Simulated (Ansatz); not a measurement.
Total energies of the cluster Be2O3 (the lowest singlet isomer of a short search) from Ansatz at PBE0-D4/def2-TZVP, gas phase (1 Eh = 27.2114 eV = 2625.5 kJ/mol). The reference geometry is relaxed at PBE-D4/def2-TZVP.

Cartesian coordinates in Å:
```
Be 0.621 -0.082 0.845
Be 0.073 -0.136 -1.040
O 1.340 -0.423 -0.377
O -0.803 0.342 1.022
O -1.231 0.300 -0.449
```

```json
{"state": "charge 0 singlet", "geometry": "reference", "energy (Eh)": "-255.02509"}
{"state": "charge 1 doublet", "geometry": "reference", "energy (Eh)": "-254.65932"}
{"state": "charge 0 triplet", "geometry": "relaxed at PBE-D4/def2-TZVP", "energy (Eh)": "-254.97683"}
{"state": "charge 0 quintet", "geometry": "relaxed at PBE-D4/def2-TZVP", "energy (Eh)": "-254.86037"}
{"state": "free Be atom (singlet)", "geometry": "–", "energy (Eh)": "-14.63549"}
{"state": "free O atom (triplet)", "geometry": "–", "energy (Eh)": "-75.01860"}
```

The structure holds 1 bond(s) between oxygen atoms.

Q: Work out the vertical ionisation energy to the doublet.

A: E(charge 1 doublet) − E(charge 0 singlet) = -254.65932 − (-255.02509) = 0.36577 Eh = 9.95 eV. For comparison, −ε of the highest occupied level is 7.29 eV at this level, 2.66 eV less.

Q: Which of the charge 0 states is lowest, and how far above it are the others?

A: The singlet. triplet: -254.97683 − (-255.02509) = 0.04826 Eh = 126.7 kJ/mol; quintet: -254.86037 − (-255.02509) = 0.16472 Eh = 432.5 kJ/mol. The triplet differs in its bonds from the reference. The quintet differs in its bonds from the reference.

Q: What is the binding energy per atom against free atoms?

A: Atoms: 2 × (-14.63549) + 3 × (-75.01860) = -254.32678 Eh. Binding: -254.32678 − (-255.02509) = 0.69831 Eh = 19.00 eV, or 3.80 eV for each of 5 atoms (no zero-point energy, no counterpoise term).

The structure comes from a short search, and lower isomers may exist.
